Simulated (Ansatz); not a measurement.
`C[O][Sn][OH]` + HCl → `C[O][Sn][Cl]` + H₂O at 700 K and 1 bar (ligand exchange at the Sn–O bond).

Gas-phase electronic energies from Ansatz, PBE0-D4/def2-TZVP geometries. CCSD(T)/CBS is the MP2 limit (def2-TZVPP, def2-QZVPP) plus CCSD(T) − MP2 in def2-TZVPP, frozen cores. This one scheme is used for every species. Elements past krypton have def2 core potentials. For Sn outer-core shells are correlated without core-valence functions, which leaves a few kJ/mol of doubt a bond. One conformer a species, not always the lowest.

```
       species  CCSD(T)/CBS energy (Eh)  H − E (kJ/mol)  S (J/(mol·K))
`C[O][Sn][OH]`               -404.87801           204.7          435.8
           HCl               -460.38127            38.4          211.8
`C[O][Sn][Cl]`               -788.90874           168.7          426.1
           H₂O                -76.37941            80.5          218.4
```

H − E and S are ideal-gas, rigid-rotor, harmonic terms from PBE0-D4/def2-TZVP, for one conformer and one mirror image of each species. 1 Eh = 2625.50 kJ/mol, R = 8.31446 J/(mol·K).

**Question.** By hand: ΔE, ΔH, ΔS and ΔG.

**Answer.** ΔE = (-788.90874) + (-76.37941) − (-404.87801) − (-460.38127) = -0.02887 Eh = -75.8 kJ/mol. Δ(H − E) = 168.7 + 80.5 − 204.7 − 38.4 = 6.1, so ΔH = -69.7 kJ/mol. ΔS = 426.1 + 218.4 − 435.8 − 211.8 = -3.1 J/(mol·K). ΔG = -69.7 − 700 × (-3.1)/1000 = -67.5 kJ/mol.

**Question.** By hand: the equilibrium constant, and the temperature at which ΔG would vanish if ΔH and ΔS stayed fixed.

**Answer.** log₁₀ K = −ΔG/(RT ln 10) = 5.0. ΔG = 0 at ΔH/ΔS = 22484 K, far beyond where these terms or the molecules hold.

The number of gas molecules stays the same, so ΔS is small and ΔH decides. A doubt of 5 kJ/mol in ΔE shifts log₁₀ K by 0.4 here. Other conformers and mirror images would add mixing entropy, several J/(mol·K) or more a flexible species. Modes under 60 cm⁻¹, often nearly free rotors, make the harmonic entropy too high. These are equilibria of isolated gas molecules and say nothing of rates. Largest T1 diagnostic: 0.017 (customary marks: 0.02 for closed shells, 0.045 for open ones).
